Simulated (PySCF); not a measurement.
# MAs cations for M along group 13

PBE with double-zeta basis sets in PySCF, for the lowest determinant that a PBE0 search found; no spin–orbit coupling. De refers to high-spin ground-configuration atoms (the charge goes to the atom of lower measured ionisation energy or higher electron affinity, which is not always the lowest computed limit). A positive dipole points towards As; it is taken about the centre of mass and depends on that origin.

| M | basis | charged atom | state (unpaired electrons) | Re (Å) | ωe (cm⁻¹) | De (eV) | μ (D) |
| --- | --- | --- | --- | --- | --- | --- | --- |
| B | jorge-DZP-DKH | B+ | quartet (σ ↑, π ↑↑) | 1.980 | 615 | 3.20 | -2.40 |
| Al | pcseg-1 | Al+ | quartet (σ ↑, π ↑↑) | 2.599 | 217 | 0.93 | -5.25 |
| Tl | def2-SVP | Tl+ | quartet (σ ↑, π ↑↑) | 3.169 | 75.5 | n/a | -0.46 |

The shortest bond is that of BAs⁺ (1.980 Å), the longest that of TlAs⁺ (3.169 Å).

The rows differ in basis set, which adds steps of its own.

Down a group the atoms grow and get heavier, so bonds lengthen and wavenumbers fall; this series shows no clear exception.

These are scalar-relativistic numbers at best; spin–orbit coupling would shift them, the dissociation energy most. For an ion De counts to the pair picked by the measured ionisation energies or electron affinities, which need not be the lowest pair at this level. States were picked by a PBE0 search and need not be the measured ground states.
